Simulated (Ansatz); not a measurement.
All values below come from frozen-core CCSD(T)/def2-TZVPP // CAM-B3LYP-D3(BJ)/def2-TZVP (Ansatz, a quantum-chemistry and plane-wave program).

Ansatz 0.2 input:
```yaml
crystal:
  periodic: [false, false, false]
  atoms:
    - { symbol: Cl, position_ang: [-1.257225, -1.922951, 0.091462] }
    - { symbol: In, position_ang: [0.00023, -0.006445, 0.007385] }
    - { symbol: Cl, position_ang: [2.289936, -0.136257, -0.030552] }
    - { symbol: Cl, position_ang: [-1.033577, 2.040343, -0.042687] }
basis:
  gaussian: { orbitals: def2-TZVPP }
correlation:
  method: ccsd_t
```

Output:

```
Functional definition: HF
1228 factors; integrals over basis functions are off by at most 9.5e-4 eV
mean field evaluation 1: about -42663.7973 eV, gradient 2.2e1 eV
mean field evaluation 2: about -42663.8349 eV, gradient 2.2e1 eV
mean field evaluation 4: about -42665.2474 eV, gradient 1.5e0 eV
mean field evaluation 8: about -42665.2620 eV, gradient 5.6e-5 eV
mean field evaluation 16: about -42665.1899 eV, gradient 1.4e0 eV
mean field -42665.26204314 eV, -1567.9194605319 hartree, gradient 1.3e-6 eV, S^2 0.000000; 0 other end points of the search recorded, 0 dependent functions left out
19 core orbitals not correlated
reference -42665.26204314 eV, -1567.9194605319 hartree; 17, 17 occupied and 140, 140 virtual orbitals, 1228 factors
second order -22.54827735 eV of doubles, -0.00000000 eV of singles
cycle   1  -23.03315560 eV  change   -4.8e-1 eV  update   1.0e-1
cycle   2  -23.50625458 eV  change   -4.7e-1 eV  update   2.7e-2
cycle   3  -23.60163036 eV  change   -9.5e-2 eV  update   1.6e-2
cycle   4  -23.58872532 eV  change    1.3e-2 eV  update   4.4e-3
cycle   5  -23.58581253 eV  change    2.9e-3 eV  update   1.6e-3
cycle   6  -23.58612927 eV  change   -3.2e-4 eV  update   3.8e-4
cycle   7  -23.58607690 eV  change    5.2e-5 eV  update   1.2e-4
cycle   8  -23.58608818 eV  change   -1.1e-5 eV  update   3.1e-5
perturbative correction -0.94352340 eV, -0.0346738453 hartree
Total energy: -42689.79165471 eV, -1568.8209071305 hartree
```

Cost: around 110 core-seconds (rough).
